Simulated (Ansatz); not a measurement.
System: iodo(trimethoxy)silane, C3H9IO3Si, net charge 0, singlet state. SMILES: O([Si](OC)(I)OC)C
Geometry from a B3LYP-D3(BJ)/def2-TZVP (Ansatz, an electronic-structure program) optimisation:
```
Si
O 1 1.6171
C 2 1.4232 1 126.53
H 3 1.0887 2 107.60 1 179.37
H 3 1.0917 4 109.31 2 -120.29
H 3 1.0924 4 109.22 5 -119.50
O 1 1.6171 2 110.08 3 60.63
C 7 1.4232 1 126.53 2 -177.85
H 8 1.0887 7 107.60 1 179.37
H 8 1.0917 9 109.31 7 -120.29
H 8 1.0924 9 109.22 10 -119.50
O 1 1.6171 2 110.08 3 -177.85
C 12 1.4232 1 126.53 2 60.63
H 13 1.0887 12 107.60 1 179.37
H 13 1.0917 14 109.31 12 -120.29
H 13 1.0924 14 109.22 15 -119.50
I 1 2.4799 2 108.86 3 -58.61
```
Charge 0, spin multiplicity 1.

Property: atomisation energy (electronic, to ground-state atoms), in kcal/mol. Valence correlation only, unless marked. UHF or UKS for open shells. No spin-orbit coupling. Frozen are the shells of the preceding noble gas and the d and f shells that filled before the atom's block. In def2 rows, elements after Kr have scalar-relativistic effective core potentials. The coupled-cluster limit lacks core correlation, which all-electron functionals hold. CBS marks a two-point X^-3 extrapolation of the correlation energy; Hartree-Fock from the larger set. [CCSD(T)-MP2]/basis is that difference in the basis named.

```tsv
level	program	atomisation energy (kcal/mol)
BLYP-D4/def2-TZVPD	Ansatz + dftd4	1579.7
```

Q: Estimate the value at RI-MP2/CBS(def2-TZVPPD,def2-QZVPPD)+[CCSD(T)-MP2]/def2-TZVPPD as computed with Ansatz.

A: 1587.0 kcal/mol
